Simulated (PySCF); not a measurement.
Species: C6H15FNPSi.
Numbering: `[CH3:1][N:2]=[P@:3]1([CH3:4])[CH2:5][CH2:6][Si@H:7]([F:8])[CH2:9][CH2:10]1` (hydrogens: H11, H12, H13 on C1; H14, H15, H16 on C4; H17, H18 on C5; H19, H20 on C6; H21 on Si7; H22, H23 on C9; H24, H25 on C10)

All values: PBE0/pcSseg-1 (PySCF, non-relativistic), on one gas-phase PBE0-D3(BJ)/def2-SVP geometry that isn't relaxed in the solvent. The solvent is an IEF-PCM continuum (van der Waals radii × 1.2). Specific hydrogen bonds and non-electrostatic terms are outside this model.

Gas phase at PBE0/pcSseg-1: HOMO -5.77 eV, LUMO 0.43 eV, dipole 4.05 D.

**Question.** What does the continuum do to the energy, the frontier levels and the dipole at PBE0/pcSseg-1 in acetone and acetonitrile?

**Answer.** 
```csv
solvent,ε,E(solvent) − E(gas) (kJ/mol),polarisation term (kJ/mol),distortion of the solute (kJ/mol),HOMO (eV),LUMO (eV),dipole (D)
acetone,20.49,-35.68,-43.78,8.10,-5.86,0.70,5.70
acetonitrile,35.69,-37.19,-46.11,8.92,-5.87,0.70,5.79
```

Polarisation term: ½ Σ q·V over the induced surface charges. Distortion: the rise of the solute's own energy as its density leaves the gas-phase optimum. From acetone to acetonitrile the lowering changes by a factor 1.04, Onsager's factor (ε − 1)/(2ε + 1) by 1.03 and ε itself by 1.7.

**Question.** Which radius a makes the point-dipole formula ΔE = −[(ε − 1)/(2ε + 1)]·μ²/a³ give the value in acetonitrile, with the gas-phase dipole?

**Answer.** μ = 1.592 au and |ΔE| = 0.01416 Eh give a = 2.33 Å; the farthest nucleus lies 3.92 Å from the centroid of the nuclei, so such a sphere wouldn't even hold the nuclei. The formula assumes a rigid point dipole at the centre of a sphere.

**Question.** Which IAO charges (PBE0/pcSseg-1) respond most in acetone (means over atoms taken as equivalent)?

**Answer.** 
```csv
atoms,environment,gas (e),solvent (e),change
N2,nitrogen bonded to C and P,-0.841,-0.891,-0.050
H17/H25,methylene hydrogen,+0.138,+0.153,+0.015
F8,silicon-bound fluorine,-0.532,-0.545,-0.013
H20/H22,methylene hydrogen,+0.168,+0.158,-0.010
P3,phosphorus bonded to 3 C and N,+1.355,+1.362,+0.007
H14/H15/H16,methyl hydrogen,+0.161,+0.168,+0.007
H19/H23,methylene hydrogen,+0.152,+0.159,+0.007
H18/H24,methylene hydrogen,+0.155,+0.161,+0.006
C1,N-methyl carbon,-0.283,-0.289,-0.006
Si7,fluorine-bound silicon,+1.220,+1.216,-0.004
H21,Si–H hydrogen,-0.160,-0.157,+0.003
H11/H12/H13,methyl hydrogen,+0.112,+0.114,+0.002
```

**Question.** Which Mayer bond orders change most in acetone?

**Answer.** 
```
  bond  length (Å)    gas  solvent  change
 N2–P3       1.567  1.682    1.617  -0.065
Si7–F8       1.631  0.920    0.890  -0.030
 P3–C4       1.829  0.950    0.979  +0.029
C10–P3       1.850  0.862    0.884  +0.022
Si7–C9       1.875  0.901    0.912  +0.011
 P3–C5       1.821  0.943    0.952  +0.009
C6–Si7       1.873  0.908    0.914  +0.006
 C1–N2       1.435  1.010    1.005  -0.005
```
